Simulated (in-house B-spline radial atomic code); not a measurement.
**BLYP excitations of K⁷⁺**

Method: BLYP. Computed with an all-electron radial atomic-structure program (B-spline basis): linear response of the closed shell [Ne] 3s2 with the functional's adiabatic kernel; scalar-relativistic (spin-free one-electron X2C), finite nucleus, no spin-orbit coupling, no double excitations, S, P, D and F terms only.

Command:
```bash
python run_td.py task.json out
```
Settings (radii: box in bohr, nucleus in fm):
```
Z                        19
electrons                12
configuration            [Ne] 3s2
hamiltonian              x2c
method                   b88,lyp
box_radius               12.81
rms_radius               3.4349
intervals                71
```

Time taken, with all properties: 0.5 s on 1 thread of Arm Neoverse N1 (shared host).

The lowest states, in the order of their Tamm-Dancoff energies; the method's threshold (minus the highest occupied level) is 145.86 eV. Labels give the largest channel, * marks a mixed state, and oscillator strengths are full-response dipole values. Semilocal kernels can invert the small singlet-triplet splittings of Rydberg terms. Energies in eV:

| state | full response | Tamm-Dancoff | oscillator strength |
| --- | --- | --- | --- |
| 3s → 3p 3P | 15.114 | 15.535 | - |
| 3s → 3p 1P | 24.111 | 24.974 | 1.09 |
| 3s → 3d 3D | 42.44 | 42.62 | - |
| 3s → 3d 1D | 46.65 | 46.67 | - |
| 3s → 4s 3S | 76.66 | 76.67 | - |
| 3s → 4s 1S | ? | ? | - |
| 3s → 4p 3P | 83.55 | 83.56 | - |
| 3s → 4p 1P | 84.75 | 84.78 | 0.232 |
| 3s → 4d 3D | ? | ? | - |
| 3s → 4d 1D | 93.89 | 93.90 | - |

(1) Where does 3s → 4d 3D lie?

(2) Where does 3s → 4s 1S lie?

(3) How large is the singlet-triplet splitting of 3s → 3p (P terms) in Tamm-Dancoff?

(4) What polarisabilities and dispersion coefficient does the method give?

Answers

(1) At 93.13 eV in full response, 93.14 eV in Tamm-Dancoff.

(2) At 79.01 eV in full response, 79.06 eV in Tamm-Dancoff.

(3) 9.44 eV, from the unrounded values.

(4) Dipole 1.453 bohr³, quadrupole 1.034 bohr⁵, C6 1.516 hartree·bohr⁶ for two such species.
